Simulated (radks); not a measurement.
The europium ion Eu+, configuration [Xe] 4f7 6s1.

Method: scalar-relativistic Kohn-Sham, BLYP, spin-unpolarised, spherical densities, point nucleus; computed with a radial shooting solver on a logarithmic mesh with Libxc functionals.

Energy parts (eV):
total: -295097.98
kinetic: 316187.19
electron-nucleus: -718909.95
Hartree: 114227.76
exchange-correlation: -6602.98

Orbitals (lengths in bohr, moments of r in powers of bohr):
orbital,occ.,eigenvalue (eV),<r^2>,<1/r>,<r^4>
1s,2,-48383.44,0.0006791,70.24,1.225e-06
2s,2,-7950.230,0.01068,16.28,0.0001960
2p,6,-7084.007,0.008590,15.23,0.0001459
3s,2,-1753.901,0.07116,5.964,0.007643
3p,6,-1484.396,0.07130,5.614,0.008004
3d,10,-1124.137,0.06002,5.328,0.006422
4s,2,-352.8167,0.3616,2.508,0.1903
4p,6,-264.1788,0.4087,2.306,0.2502
4d,10,-140.7593,0.4970,2.025,0.4038
5s,2,-50.7216,2.145,0.9593,6.870
5p,6,-29.7970,3.019,0.8017,14.36
4f,7,-8.7210,1.302,1.409,6.080
6s,1,-8.5654,16.57,0.3272,412.2

The highest occupied level is 6s at -8.565 eV. For comparison, the ionisation energy in NIST's Atomic Spectra Database is 11.24 eV (semi-empirical). In exact Kohn-Sham theory the highest level is minus the ionisation energy, but local and semilocal functionals leave it too shallow, through self-interaction and a potential that decays too fast; potentials with the right tail come closer. Summed over all electrons, <r^2> = 57.48 bohr^2, which gives a Langevin (diamagnetic) susceptibility term of -45.5 x 10^-6 cm^3/mol.

Beside tabulated values, note that spin-unpolarised runs miss the spin-polarisation part of the exchange energy of open shells.
